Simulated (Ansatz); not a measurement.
CH6OSi, SMILES `C[SiH2]O` (C–Si–O–H torsion 69°) (charge 0, multiplicity 1).

Z-matrix (Å, degrees):
```
Si
O 1 1.6565
H 2 0.9598 1 118.45
H 1 1.4784 2 104.93 3 -171.08
H 1 1.4870 4 109.38 2 -118.46
C 1 1.8680 4 110.60 5 -120.00
H 6 1.0918 1 111.05 4 -59.15
H 6 1.0926 7 108.13 1 122.58
H 6 1.0933 7 108.08 8 116.25
```
Charge 0, multiplicity 1.

Frozen-core energies in 6-31g from Ansatz (a program for electronic structure) at a geometry from B3LYP-D3(BJ)/def2-TZVP; the HF reference has <S^2> = 0.00 and the T1 diagnostic is 0.010.

| level | energy (Ha) |
|---|---|
| HF | -405.07849 |
| MP2 | -405.34788 |
| CCSD | -405.37783 |

Problem. Estimate the energies of CCSD(T), CCSDT and CCSDT(Q), and give each level's difference from CCSDT(Q).

Solution. 
```json
[
 {"level": "MP2", "energy (Ha)": "-405.34788", "difference from CCSDT(Q) (mHa)": "36.15"},
 {"level": "CCSD", "energy (Ha)": "-405.37783", "difference from CCSDT(Q) (mHa)": "6.20"},
 {"level": "CCSD(T)", "energy (Ha)": "-405.38278", "difference from CCSDT(Q) (mHa)": "1.25"},
 {"level": "CCSDT", "energy (Ha)": "-405.38334", "difference from CCSDT(Q) (mHa)": "0.69"},
 {"level": "CCSDT(Q)", "energy (Ha)": "-405.38403", "difference from CCSDT(Q) (mHa)": "0.00"}
]
```
